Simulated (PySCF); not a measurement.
These are B3LYP-D3(BJ)/def2-TZVP // r2SCAN-D4/def2-SVP (PySCF) values and carry that method's errors. Isolated molecules, 0 K electronic values unless said otherwise. One relaxed conformer stands for a flexible species; it need not be the lowest. B3LYP has the VWN-RPA correlation part, as in Gaussian. 

Reference species: [Ta(F)4(OH)] (neutral, multiplicity 1).

| Item | Value |
|---|---|
| HOMO | -10.36 eV |
| HOMO–LUMO gap | 8.24 eV |

Changed species: [Ta(F)3(OH)2] (2 of 5 F replaced by OH; the reference has 1 of 5 F replaced by OH).

Question: Predict the effect on the HOMO and HOMO–LUMO gap.

Answer: the HOMO rises by 0.42 eV, to -9.94 eV; the HOMO–LUMO gap falls by 0.29 eV, to 7.95 eV.
